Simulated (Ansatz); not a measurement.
The cluster Al₂Ga⁻. The state is a triplet with charge -1. Geometry B3LYP-D4/def2-TZVP, that of the neutral doublet; atoms count from 1.

```xyz
3

Al    0.5587    1.3191    0.3440
Al    0.0727   -0.5256   -1.3740
Ga   -0.6314   -0.7935    1.0301
```

The highest occupied level of the charge -1 triplet lies above zero (up to 0.01 eV). By energy differences its removal costs 1.51 eV (vertical, to the charge 0 doublet, at PBE0-D4/def2-TZVPD); a positive level beside a positive removal energy at the same level points to self-interaction error. At PBE0-D4/def2-TZVPD a singlet of charge -1 lies 0.13 eV below the triplet at the same geometry. The structure comes from a short search, and lower isomers may exist.

Estimate the Mulliken populations from the PBE0/def2-TZVPD orbitals of Ansatz.


| atom | charge (e) | spin (α − β) |
| --- | --- | --- |
| Al1 | -0.34 | 0.56 |
| Al2 | -0.34 | 0.57 |
| Ga3 | -0.33 | 0.87 |
Mulliken values and Mayer orders depend strongly on the basis. With diffuse functions, as here, like atoms can get unlike values, and bond orders can come out too low or too high.

Where does the spin sit?

Summed by element: Al 1.13, Ga 0.87, of 2 unpaired in all. Largest on single atoms: Ga3 0.87, Al2 0.57, Al1 0.56.

And the Mayer bond orders between bonded heavy atoms (over 0.3)?

Al1–Al2 1.00 (2.57 Å); Al1–Ga3 1.16 (2.52 Å); Al2–Ga3 1.17 (2.52 Å).
